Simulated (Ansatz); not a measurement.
Ansatz (a first-principles code) input:

Ansatz 0.2 input:
```yaml
crystal:
  periodic: [false, false, false]
  atoms:
    - {symbol: B, position_ang: [1.30897228, 0.50206557, -0.07846381]}
    - {symbol: O, position_ang: [0.28085454, -0.14117792, 0.44284922]}
    - {symbol: C, position_ang: [-1.01372544, -0.26060075, -0.17603904]}
    - {symbol: H, position_ang: [1.30147784, 1.07310221, -1.13794350]}
    - {symbol: H, position_ang: [-1.22773705, -1.31935240, -0.31373889]}
    - {symbol: H, position_ang: [-1.75232109, 0.17476259, 0.49526752]}
    - {symbol: H, position_ang: [-1.03076479, 0.25418756, -1.13782560]}
basis:
  gaussian:
    orbitals: def2-TZVPD
hamiltonian:
  xc: {name: B97M-V}
magnetization: {spin_polarized: true, initial_magnetization: 1}
output: {forces: true}
```

**Question.** What final total energy does it print?

**Answer.** -140.56972 Eh (B97M-V/def2-TZVPD). The basis has 150 functions.

It need not be the lowest isomer of its formula.
